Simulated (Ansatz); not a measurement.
`N=CBCCF` + CH₃OH → `COCBC=N` + `CF`  (substitution at a C–C bond)

Isolated molecules relaxed with PBE0-D4/def2-TZVP in Ansatz; ΔE leaves out vibrations. CBS: MP2 limit from def2 TZ/QZ plus the TZ coupled-cluster correction, frozen cores. This one scheme is used for every species. Functionals use def2-TZVPP. B3LYP here is the variant with VWN-RPA as its local correlation; programs differ in this. One conformer a species, not always the lowest.

```json
{"level": "PBE-D4", "ΔE (kcal/mol)": "11.6", "difference from CCSD(T)/CBS": "-1.1"}
{"level": "r2SCAN-D4", "ΔE (kcal/mol)": "12.0", "difference from CCSD(T)/CBS": "-0.7"}
{"level": "PBE0-D4", "ΔE (kcal/mol)": "12.2", "difference from CCSD(T)/CBS": "-0.5"}
{"level": "B3LYP-D4", "ΔE (kcal/mol)": "10.6", "difference from CCSD(T)/CBS": "-2.1"}
{"level": "ωB97X-V", "ΔE (kcal/mol)": "11.5", "difference from CCSD(T)/CBS": "-1.2"}
{"level": "ωB97M-V", "ΔE (kcal/mol)": "12.1", "difference from CCSD(T)/CBS": "-0.6"}
{"level": "B2PLYP", "ΔE (kcal/mol)": "11.3", "difference from CCSD(T)/CBS": "-1.4"}
{"level": "PBE", "ΔE (kcal/mol)": "11.5", "difference from CCSD(T)/CBS": "-1.2"}
{"level": "r2SCAN", "ΔE (kcal/mol)": "12.0", "difference from CCSD(T)/CBS": "-0.7"}
{"level": "PBE0", "ΔE (kcal/mol)": "12.1", "difference from CCSD(T)/CBS": "-0.6"}
{"level": "B3LYP", "ΔE (kcal/mol)": "10.4", "difference from CCSD(T)/CBS": "-2.3"}
{"level": "HF/def2-TZVPP", "ΔE (kcal/mol)": "10.0", "difference from CCSD(T)/CBS": "-2.7"}
{"level": "MP2/def2-TZVPP", "ΔE (kcal/mol)": "13.1", "difference from CCSD(T)/CBS": "0.4"}
{"level": "SCS-MP2/def2-TZVPP", "ΔE (kcal/mol)": "12.0", "difference from CCSD(T)/CBS": "-0.7"}
{"level": "CCSD/def2-TZVPP", "ΔE (kcal/mol)": "12.1", "difference from CCSD(T)/CBS": "-0.6"}
{"level": "CCSD(T)/def2-TZVPP", "ΔE (kcal/mol)": "12.2", "difference from CCSD(T)/CBS": "-0.5"}
{"level": "HF/def2-QZVPP", "ΔE (kcal/mol)": "9.9", "difference from CCSD(T)/CBS": "-2.8"}
{"level": "MP2/def2-QZVPP", "ΔE (kcal/mol)": "13.3", "difference from CCSD(T)/CBS": "0.6"}
{"level": "SCS-MP2/def2-QZVPP", "ΔE (kcal/mol)": "12.3", "difference from CCSD(T)/CBS": "-0.4"}
{"level": "HF/CBS(def2)", "ΔE (kcal/mol)": "9.9", "difference from CCSD(T)/CBS": "-2.8"}
{"level": "MP2/CBS(def2)", "ΔE (kcal/mol)": "13.6", "difference from CCSD(T)/CBS": "0.9"}
{"level": "CCSD/CBS(def2)", "ΔE (kcal/mol)": "12.6", "difference from CCSD(T)/CBS": "-0.1"}
{"level": "CCSD(T)/CBS", "ΔE (kcal/mol)": "12.7", "difference from CCSD(T)/CBS": "0"}
```

Largest T1 diagnostic among the species: 0.012.

In def2-TZVPP, CCSD(T) changes the Hartree–Fock value by +2.2 kcal/mol (the triples alone add +0.1 kcal/mol) and MP2 by +3.1 kcal/mol.
